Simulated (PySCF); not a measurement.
**Radial density of O⁺ (oxygen, charge +1)**

M06-2X, [He] 2s2 2p3, high-spin 4S determinant. Computed with PySCF 2.14 in def2-SVP, with no relativity, point nucleus.

```tsv
r (bohr)	4πr²ρ (e/bohr)	4πr²(ρα − ρβ)
0.00336	0.03987	0.0001
0.00566	0.1112	0.0004
0.00951	0.3031	0.0010
0.0160	0.7822	0.0025
0.0269	1.844	0.0058
0.0453	3.917	0.0127
0.0762	6.787	0.0285
0.128	8.595	0.0921
0.215	6.532	0.3847
0.362	3.267	1.1933
0.610	3.846	2.4407
1.03	4.025	2.2605
1.72	1.272	0.6978
2.90	0.1097	0.0737
4.88	0.0001551	0.0001
```
